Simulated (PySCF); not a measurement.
C5H12BO3, SMILES C(C)OB(O[CH2])OCC, doublet, GFN2-xTB optimised geometry.

```
21

C     -1.76     1.45     0.31
O     -0.46     1.23     0.00
B      0.21     0.02     0.00
O     -0.37    -1.20    -0.06
C     -1.75    -1.46    -0.13
C     -2.26    -2.07     1.17
O      1.57     0.02     0.00
C      2.33     1.22     0.02
C      2.43     1.84    -1.37
H     -2.19     2.31    -0.19
H     -2.10     1.18     1.29
H     -2.30    -0.52    -0.34
H     -1.90    -2.15    -0.96
H     -2.12    -1.38     1.99
H     -1.71    -2.98     1.39
H     -3.32    -2.31     1.08
H      1.88     1.94     0.71
H      3.32     0.93     0.39
H      1.44     2.13    -1.72
H      2.86     1.12    -2.07
H      3.07     2.72    -1.33
```

Density from unrestricted PBE0/def2-SVP in PySCF at that geometry.

Minimum of the electron density along straight lines between bonded atoms, close to the bond critical point (lines longer than 1.1 times the sum of covalent radii, or with two minima, are not listed):

```tsv
bond	length / Å	ρ at the minimum / e bohr⁻³	∇²ρ there / e bohr⁻⁵	position (fraction from the first atom)
C1–O2	1.359	0.275	0.00	0.33
O2–B3	1.380	0.188	1.03	0.67
B3–O4	1.354	0.205	1.12	0.33
O4–C5	1.411	0.250	-0.30	0.66
C5–C6	1.525	0.248	-0.58	0.51
B3–O7	1.355	0.208	1.08	0.33
O7–C8	1.416	0.249	-0.34	0.66
C8–C9	1.524	0.248	-0.58	0.51
C1–H10	1.076	0.288	-1.13	0.64
C1–H11	1.078	0.286	-1.10	0.64
C5–H12	1.105	0.277	-1.04	0.64
C5–H13	1.096	0.282	-1.07	0.63
C6–H14	1.087	0.276	-1.01	0.62
C6–H15	1.087	0.277	-1.02	0.63
C6–H16	1.087	0.276	-1.01	0.62
C8–H17	1.096	0.281	-1.06	0.63
C8–H18	1.095	0.283	-1.08	0.63
C9–H19	1.087	0.277	-1.02	0.63
C9–H20	1.087	0.277	-1.02	0.63
C9–H21	1.087	0.275	-1.00	0.62
```
